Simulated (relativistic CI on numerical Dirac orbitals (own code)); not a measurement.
Calculated at this level of theory: Dirac-Coulomb-Breit CI, KLI orbitals optimised for each configuration, model QED (radiative potential, 1s self-energy scaled to tabulated hydrogen-like ionisation energies), unscaled Slater integrals (own radial code, finite nucleus).

Configurations in the expansion (outside the closed core 1s2): 2s²2p⁶, 2s²2p⁵3s, 2s²2p⁵3p, 2s²2p⁵3d, 2s2p⁶3s, 2s2p⁶3p, 2s2p⁶3d, 2s²2p⁵4s, 2s²2p⁵4p, 2s²2p⁵4d, 2s²2p⁵4f, 2s²2p⁴3s², 2s²2p⁴3s3p, 2s2p⁶4s, 2s²2p⁵5s, 2s²2p⁵5p, 2s²2p⁴3s3d, 2s2p⁶4p, 2s²2p⁵5d, 2s²2p⁴3p², 2s²2p⁵5f, 2s²2p⁵5g, 2s2p⁶4d, 2s2p⁶4f, 2s²2p⁴3p3d, 2s2p⁵3s², 2s²2p⁴3d², 2s2p⁵3s3p, 2s2p⁵3s3d, 2s2p⁵3p², 2s2p⁶5s, 2s2p⁵3p3d, 2s2p⁶5p, 2s2p⁶5d, 2s2p⁶5f, 2s2p⁶5g. Levels of other configurations are missing.

At this charge energies of transitions that change n are usually good to better than 1 %, and those within a shell (Δn = 0) to a few per cent.

Outline of the computed level scheme of Pt LXIX. Lowest level of each configuration: 2s²2p⁶ ¹S0 at 0.0 eV; 2s²2p⁵3s ³P°2 at 9249.1 eV; 2s²2p⁵3p ³P1 at 9411.4 eV; 2s²2p⁵3d ³P°0 at 10068.7 eV; 2s2p⁶3s ³S1 at 11543.7 eV; 2s2p⁶3p ³P°1 at 11711.6 eV; 2s2p⁶3d ³D1 at 12377.7 eV; 2s²2p⁵4s ³P°2 at 13025.8 eV; 2s²2p⁵4p ³P1 at 13092.7 eV.

Some strong electric-dipole decays among the lowest 45 levels: 2s²2p⁵3d ¹P°1 → 2s²2p⁶ ¹S0 (3.5e+15 s⁻¹); 2s²2p⁵3d ³D°1 → 2s²2p⁶ ¹S0 (2.0e+15 s⁻¹); 2s2p⁶3p ³P°1 → 2s²2p⁶ ¹S0 (6.9e+14 s⁻¹); 2s2p⁶3p ¹P°1 → 2s²2p⁶ ¹S0 (5.5e+14 s⁻¹); 2s²2p⁵3s ¹P°1 → 2s²2p⁶ ¹S0 (2.0e+14 s⁻¹); 2s²2p⁵3d ³P°1 → 2s²2p⁶ ¹S0 (1.3e+14 s⁻¹); 2s²2p⁵4p ³P1 → 2s²2p⁵3s ³P°2 (7.2e+13 s⁻¹); 2s²2p⁵4s ¹P°1 → 2s²2p⁶ ¹S0 (7.0e+13 s⁻¹).

LS names give the leading component of a level, which can be under half, so a name can repeat, a term be missing and a line seem to break the LS rules.
